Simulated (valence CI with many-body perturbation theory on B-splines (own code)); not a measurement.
E1 line list for Yb⁵⁷⁺

Computed by valence CI with perturbative core correlation (CI+MBPT): three valence electrons over a frozen Dirac-Fock core [Ne], a basis of 11 s, 11 p, 9 d, 7 f, 5 g, 2 h, 1 i functions for each j, with the one-electron correlation potential Σ1, the two-electron term Σ2, the three-electron term Σ3, Breit, model QED; selected CI, second order for the rest (own B-spline code, finite nucleus).

No measured spectrum was set against this ion. As an estimate, large intervals hold to a few tenths of a per cent, small ones and those within an open d or f shell to about a per cent.

Lines 1 to 50 of 256 in falling wavelength, among levels below 1218.0 eV, chosen from the strongest by gf and those to the six lowest levels. Wavelengths and rates use the calculated energies. Electric multipoles are in the length gauge, E1 and E2 with the static RPA response of the core. Weak lines are less certain than strong ones. Lines between different terms over intervals too small for the method are left out, as are lines whose strength nearly cancels. The highest levels of a list are the least certain.

Levels are named by their leading jj configuration (3d3/2^4 stands for four electrons in 3d with j = 3/2), which in mixed levels can hold well under half, so a name can repeat and another be missing. Letters in brackets count levels of one name in rising energy.

| λ vac (nm) | Upper | Lower | A (s⁻¹) | S (a.u.) with core polarisation | S without |
| --- | --- | --- | --- | --- | --- |
| 10.66 | (3p1/2 3p3/2 3d3/2) J=7/2 | (3s 3p3/2 3d3/2) J=5/2 [b] | 4.68e+09 | 2.24e-02 | 2.28e-02 |
| 10.25 | (3s 3p1/2 3d3/2) J=5/2 | (3s^2 3d3/2) J=3/2 | 7.65e+09 | 2.44e-02 | 2.48e-02 |
| 9.896 | (3s 3p1/2 3p3/2) J=3/2 [a] | (3s^2 3p3/2) J=3/2 | 1.74e+09 | 3.34e-03 | 3.39e-03 |
| 9.832 | (3s^2 3p3/2) J=3/2 | (3s 3p1/2^2) J=1/2 | 9.65e+07 | 1.81e-04 | 1.84e-04 |
| 9.491 | (3p1/2 3p3/2 3d5/2) J=7/2 [b] | (3s 3p3/2 3d5/2) J=5/2 [b] | 1.05e+10 | 3.54e-02 | 3.60e-02 |
| 9.325 | (3p1/2 3p3/2 3d5/2) J=9/2 | (3s 3p3/2 3d5/2) J=7/2 [b] | 8.65e+09 | 3.46e-02 | 3.52e-02 |
| 8.741 | (3s 3p1/2 3d5/2) J=7/2 | (3s^2 3d5/2) J=5/2 | 1.95e+10 | 5.14e-02 | 5.22e-02 |
| 8.730 | (3s 3p1/2 3p3/2) J=5/2 | (3s^2 3p3/2) J=3/2 | 1.17e+10 | 2.30e-02 | 2.34e-02 |
| 8.381 | (3p1/2^2 3d3/2) J=3/2 | (3s 3p1/2 3d3/2) J=1/2 | 1.42e+10 | 1.65e-02 | 1.68e-02 |
| 8.240 | (3p1/2 3p3/2 3d5/2) J=9/2 | (3s 3p3/2 3d5/2) J=7/2 [a] | 1.26e+10 | 3.48e-02 | 3.54e-02 |
| 8.215 | (3p1/2^2 3p3/2) J=3/2 | (3s 3p1/2 3p3/2) J=3/2 [b] | 6.16e+09 | 6.74e-03 | 6.86e-03 |
| 8.176 | (3s 3p1/2 3d5/2) J=5/2 [b] | (3s^2 3d5/2) J=5/2 | 1.48e+10 | 2.40e-02 | 2.44e-02 |
| 8.101 | (3s 3p1/2^2) J=1/2 | (3s^2 3p1/2) J=1/2 | 3.16e+10 | 1.66e-02 | 1.69e-02 |
| 8.009 | (3p1/2 3p3/2 3d3/2) J=7/2 | (3s 3p3/2 3d3/2) J=7/2 | 1.61e+10 | 3.28e-02 | 3.33e-02 |
| 7.962 | (3p1/2 3p3/2 3d5/2) J=5/2 [a] | (3s 3p3/2 3d5/2) J=3/2 [a] | 2.24e+10 | 3.35e-02 | 3.40e-02 |
| 7.921 | (3s 3p1/2 3d5/2) J=3/2 | (3s^2 3d5/2) J=5/2 | 2.14e+10 | 2.10e-02 | 2.13e-02 |
| 7.863 | (3p1/2 3p3/2 3d5/2) J=3/2 [b] | (3s 3p3/2 3d5/2) J=1/2 | 2.48e+10 | 2.38e-02 | 2.42e-02 |
| 7.848 | (3p1/2 3p3/2 3d3/2) J=7/2 | (3s 3p3/2 3d3/2) J=5/2 [a] | 8.21e+09 | 1.57e-02 | 1.59e-02 |
| 7.848 | (3p1/2^2 3d5/2) J=5/2 | (3s 3p1/2 3d5/2) J=3/2 | 3.22e+10 | 4.61e-02 | 4.68e-02 |
| 7.645 | (3s 3p1/2 3p3/2) J=3/2 [b] | (3s^2 3p3/2) J=3/2 | 2.08e+10 | 1.84e-02 | 1.87e-02 |
| 7.634 | (3p1/2 3p3/2 3d5/2) J=3/2 [a] | (3s 3p3/2 3d5/2) J=5/2 [a] | 3.48e+10 | 3.05e-02 | 3.10e-02 |
| 7.613 | (3p1/2^2 3d5/2) J=5/2 | (3s 3p1/2 3d5/2) J=5/2 [b] | 3.31e+10 | 4.32e-02 | 4.39e-02 |
| 7.545 | (3s 3p1/2 3d3/2) J=3/2 [a] | (3s 3p1/2 3p3/2) J=3/2 [b] | 2.10e+10 | 1.78e-02 | 1.81e-02 |
| 7.420 | (3p1/2 3p3/2 3d5/2) J=5/2 [a] | (3s 3p3/2 3d5/2) J=5/2 [a] | 2.29e+10 | 2.77e-02 | 2.81e-02 |
| 7.323 | (3p1/2 3p3/2 3d5/2) J=7/2 [b] | (3s 3p3/2 3d5/2) J=7/2 [a] | 2.06e+10 | 3.19e-02 | 3.24e-02 |
| 7.306 | (3p1/2 3p3/2^2) J=5/2 | (3s 3p3/2^2) J=5/2 | 2.41e+10 | 2.79e-02 | 2.83e-02 |
| 7.247 | (3p1/2^2 3p3/2) J=3/2 | (3s 3p1/2 3p3/2) J=5/2 | 4.10e+10 | 3.08e-02 | 3.13e-02 |
| 7.233 | (3s 3p1/2 3p3/2) J=1/2 | (3s^2 3p3/2) J=3/2 | 2.75e+10 | 1.03e-02 | 1.04e-02 |
| 7.219 | (3p1/2 3p3/2 3d5/2) J=5/2 [b] | (3s 3p3/2 3d5/2) J=7/2 [a] | 2.99e+10 | 3.33e-02 | 3.38e-02 |
| 7.191 | (3p1/2^2 3d3/2) J=3/2 | (3s 3p1/2 3d3/2) J=5/2 | 6.77e+10 | 4.97e-02 | 5.05e-02 |
| 7.180 | (3p1/2^2 3d5/2) J=5/2 | (3s 3p1/2 3d5/2) J=7/2 | 6.19e+10 | 6.79e-02 | 6.90e-02 |
| 7.169 | (3p1/2 3p3/2 3d5/2) J=7/2 [a] | (3s 3p3/2 3d5/2) J=9/2 | 4.73e+10 | 6.87e-02 | 6.99e-02 |
| 7.128 | (3p1/2 3p3/2^2) J=3/2 | (3s 3p3/2^2) J=5/2 | 4.57e+10 | 3.27e-02 | 3.32e-02 |
| 7.037 | (3s 3p1/2 3d3/2) J=5/2 | (3s 3p1/2 3p3/2) J=3/2 [b] | 5.62e+09 | 5.80e-03 | 5.89e-03 |
| 6.960 | (3p1/2 3p3/2 3d3/2) J=5/2 [b] | (3s 3p3/2 3d3/2) J=7/2 | 5.40e+10 | 5.39e-02 | 5.48e-02 |
| 6.907 | (3p1/2 3p3/2 3d3/2) J=5/2 [a] | (3p1/2 3p3/2^2) J=5/2 | 2.27e+10 | 2.22e-02 | 2.25e-02 |
| 6.879 | (3p1/2 3p3/2 3d3/2) J=3/2 [b] | (3s 3p3/2 3d3/2) J=5/2 [a] | 2.92e+10 | 1.88e-02 | 1.91e-02 |
| 6.863 | (3p1/2 3p3/2 3d5/2) J=9/2 | (3s 3p3/2 3d5/2) J=9/2 | 3.44e+10 | 5.49e-02 | 5.58e-02 |
| 6.727 | (3p1/2^2 3d3/2) J=3/2 | (3s 3p1/2 3d3/2) J=3/2 [a] | 3.79e+10 | 2.28e-02 | 2.31e-02 |
| 6.721 | (3s 3p1/2 3d3/2) J=3/2 [a] | (3s 3p1/2 3p3/2) J=5/2 | 2.59e+10 | 1.55e-02 | 1.58e-02 |
| 6.601 | (3p1/2^2 3p3/2) J=3/2 | (3s 3p1/2 3p3/2) J=3/2 [a] | 1.89e+10 | 1.07e-02 | 1.09e-02 |
| 6.314 | (3s 3p1/2 3d3/2) J=5/2 | (3s 3p1/2 3p3/2) J=5/2 | 9.88e+09 | 7.36e-03 | 7.47e-03 |
| 6.178 | (3s 3p1/2 3d3/2) J=1/2 | (3s 3p1/2 3p3/2) J=3/2 [b] | 2.24e+08 | 5.20e-05 | 5.33e-05 |
| 6.162 | (3s 3p1/2 3d3/2) J=3/2 [a] | (3s 3p1/2 3p3/2) J=3/2 [a] | 9.87e+07 | 4.56e-05 | 4.68e-05 |
| 6.017 | (3s 3p1/2 3d3/2) J=3/2 [b] | (3s 3p1/2 3p3/2) J=3/2 [b] | 4.87e+09 | 2.10e-03 | 2.13e-03 |
| 5.818 | (3s 3p1/2 3d3/2) J=5/2 | (3s 3p1/2 3p3/2) J=3/2 [a] | 1.75e+08 | 1.02e-04 | 1.03e-04 |
| 5.703 | (3s^2 3d3/2) J=3/2 | (3s^2 3p3/2) J=3/2 | 2.72e+08 | 9.97e-05 | 1.00e-04 |
| 5.481 | (3s 3p1/2 3d3/2) J=3/2 [b] | (3s 3p1/2 3p3/2) J=5/2 | 1.20e+09 | 3.89e-04 | 3.97e-04 |
| 5.219 | (3s 3p1/2 3d3/2) J=1/2 | (3s 3p1/2 3p3/2) J=3/2 [a] | 5.15e+09 | 7.23e-04 | 7.34e-04 |
| 5.206 | (3s 3p3/2 3d5/2) J=3/2 [a] | (3s 3p3/2^2) J=3/2 | 4.95e+10 | 1.38e-02 | 1.40e-02 |
